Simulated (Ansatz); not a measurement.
HfS2 (the lowest singlet isomer of a short search) was relaxed with PBE0-D4 (def2-TZVP) in Ansatz in these states: neutral quintet, neutral singlet, neutral triplet. The geometries follow in no particular order.

In the def2 sets Hf takes a core potential; there is no spin–orbit coupling.

A:

```csv
atom,x (Å),y (Å),z (Å)
Hf1,0.624,0.382,-0.414
S2,-0.323,-1.520,-1.035
S3,-0.301,1.138,1.449
```

B:

```xyz
3

Hf    0.276   -0.178   -1.006
S     1.301   -0.423    0.989
S    -1.578    0.601    0.017
```

C:

```csv
atom,x (Å),y (Å),z (Å)
Hf1,0.452,0.120,0.336
S2,-1.148,1.970,0.366
S3,0.696,-2.090,-0.703
```

Problem. Judge from the bond lengths which geometry belongs to which state (an estimate).

Solution. A is the neutral singlet (Hf1–S3 2.213 Å, Hf1–S2 2.213 Å); B is the neutral triplet (Hf1–S3 2.256 Å, Hf1–S2 2.256 Å); C is the neutral quintet (Hf1–S3 2.455 Å, Hf1–S2 2.446 Å).

At PBE0-D4/def2-TZVP a singlet lies 0.90 eV below the neutral triplet. At PBE0-D4/def2-TZVP a singlet lies 3.53 eV below the neutral quintet. These are the stationary points nearest to one start from a short search; other shapes may lie lower in each state.
